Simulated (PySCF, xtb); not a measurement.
Si(H)2(Cl)(NMe2) (C₂H₈ClNSi), SMILES [SiH2](Cl)N(C)C.

GFN2-xTB in xtb at its own geometry gives an orbital gap of 5.01 eV and a dipole moment of 2.90 D.

Geometry optimised at ωB97X-D3(BJ)/def2-SVP. One conformer was computed; it need not be the lowest.

Task: What does PySCF with PBE/def2-TZVP give? (Estimate from the structure and the level; the computed values follow.)

Result: gap 5.36 eV (levels -5.54 and -0.18 eV), dipole 2.10 D.
